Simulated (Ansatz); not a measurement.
`C#C[SiH2][AlH][Cl]` + `[CH3][AlH][OH]` → `C#C[O][AlH][CH3]` + `[SiH3][AlH][Cl]`  (substitution at a C–Si bond)

Isolated molecules relaxed with PBE0-D4/def2-TZVP in Ansatz; ΔE leaves out vibrations. CBS: MP2 limit from def2 TZ/QZ plus the TZ coupled-cluster correction, frozen cores. Functionals use def2-TZVPP. HSE06 is defined as in plane-wave codes. Each species was taken in one conformer, which may not be the lowest.

`C#C[SiH2][AlH][Cl]`:

Cartesian coordinates in Å:
```
C 0.648 -0.871 -2.415
C 0.493 -0.128 -1.476
Si 0.222 0.913 -0.001
Al -0.746 -0.459 1.784
Cl -1.152 0.528 3.598
H 0.790 -1.517 -3.251
H -0.685 2.034 -0.368
H 1.525 1.497 0.418
H -1.095 -1.997 1.712
```

`[CH3][AlH][OH]`:

```xyz
8

C    -0.056    1.222    0.331
Al    0.362   -0.603   -0.178
O    -0.939   -1.671   -0.420
H     0.350    1.455    1.321
H    -1.133    1.401    0.359
H     0.391    1.940   -0.364
H     1.838   -1.157   -0.381
H    -0.813   -2.586   -0.669
```

`C#C[O][AlH][CH3]`:

Cartesian coordinates in Å:
```
C 1.748 2.045 0.604
C 0.712 1.742 0.076
O -0.396 1.440 -0.492
Al -1.209 -0.078 -0.664
C -0.378 -1.650 0.095
H 2.662 2.324 1.067
H -2.562 0.067 -1.454
H -0.193 -1.510 1.165
H 0.599 -1.830 -0.366
H -0.984 -2.550 -0.032
```

`[SiH3][AlH][Cl]`:

```xyz
7

Si    0.540   -0.944    0.128
Al   -0.592    1.222    0.037
Cl   -1.706    1.616   -1.705
H     1.488   -1.078   -1.014
H    -0.454   -2.049    0.027
H     1.308   -1.125    1.392
H    -0.584    2.359    1.135
```

```json
{"level": "r2SCAN0-D4", "ΔE (eV)": "1.05"}
{"level": "PBE", "ΔE (eV)": "0.98"}
{"level": "HSE06", "ΔE (eV)": "1.00"}
{"level": "MP2/def2-SVP", "ΔE (eV)": "0.98"}
```

Q: What does CCSD(T)/CBS give? (An estimate is asked.)

A: The calculation gave: +1.22 eV. The listed levels differ from it by -0.17, -0.24, -0.22, -0.24 eV.

Largest T1 diagnostic among the species: 0.013.

In def2-TZVPP, CCSD(T) changes the Hartree–Fock value by +0.13 eV (the triples alone add +0.01 eV) and MP2 by +0.21 eV. At CCSD(T), def2-SVP lies −0.30 eV from the extrapolated value and def2-TZVPP −0.04 eV. Leaving LDA and LC-ωPBE aside and taking each functional with its dispersion term where it has one, the values, not all of them listed here, spread over 0.14 eV, from PBE-D4 to B2PLYP. LDA lies −0.12 eV from PBE without D4.
